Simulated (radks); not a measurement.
Xe, 54 electrons, occupied as [Xe] (the NIST ground configuration). Calculated with a radial shooting solver on a logarithmic mesh with Libxc functionals: scalar-relativistic Kohn-Sham, r2SCAN, spin-unpolarised, spherical densities, finite nucleus; meta-GGA in the generalised Kohn-Sham scheme; Fermi nuclear charge, rms radius 4.7859 fm.

Normalised radial functions P(r) = r R(r), r in bohr:

| r | 3d |
|---|---|
| 0.00124 | 0.0000 |
| 0.001432 | 0.0000 |
| 0.001654 | 0.0000 |
| 0.001895 | 0.0000 |
| 0.002189 | 0.0001 |
| 0.002528 | 0.0001 |
| 0.002919 | 0.0002 |
| 0.003372 | 0.0002 |
| 0.003894 | 0.0004 |
| 0.004497 | 0.0005 |
| 0.005193 | 0.0008 |
| 0.005998 | 0.0012 |
| 0.006871 | 0.0017 |
| 0.007936 | 0.0026 |
| 0.009165 | 0.0038 |
| 0.01058 | 0.0057 |
| 0.01222 | 0.0084 |
| 0.01412 | 0.0124 |
| 0.0163 | 0.0182 |
| 0.01883 | 0.0265 |
| 0.02174 | 0.0385 |
| 0.02491 | 0.0544 |
| 0.02877 | 0.0779 |
| 0.03323 | 0.1105 |
| 0.03837 | 0.1553 |
| 0.04432 | 0.2155 |
| 0.05118 | 0.2950 |
| 0.05911 | 0.3977 |
| 0.06826 | 0.5267 |
| 0.07884 | 0.6840 |
| 0.09032 | 0.8577 |
| 0.1043 | 1.0639 |
| 0.1205 | 1.2833 |
| 0.1391 | 1.5010 |
| 0.1607 | 1.6962 |
| 0.1856 | 1.8452 |
| 0.2143 | 1.9235 |
| 0.2475 | 1.9112 |
| 0.2858 | 1.8004 |
| 0.3275 | 1.6119 |
| 0.3782 | 1.3449 |
| 0.4368 | 1.0428 |
| 0.5044 | 0.7454 |
| 0.5825 | 0.4889 |
| 0.6727 | 0.2908 |
| 0.7769 | 0.1545 |
| 0.8973 | 0.0724 |
| 1.036 | 0.0294 |
| 1.187 | 0.0109 |
| 1.371 | 0.0032 |
| 1.583 | 0.0008 |
| 1.829 | 0.0001 |
| 2.112 | 0.0000 |
| 2.439 | 0.0000 |
| 2.817 | 0.0000 |
| 3.253 | 0.0000 |
| 3.757 | 0.0000 |
| 4.304 | 0.0000 |
| 4.971 | 0.0000 |
| 5.741 | 0.0000 |
| 6.63 | 0.0000 |
| 7.657 | 0.0000 |

3d: eigenvalue -658.66 eV, 0 radial nodes, <r> = 0.281 bohr, 90 % of the charge inside 0.440 bohr.
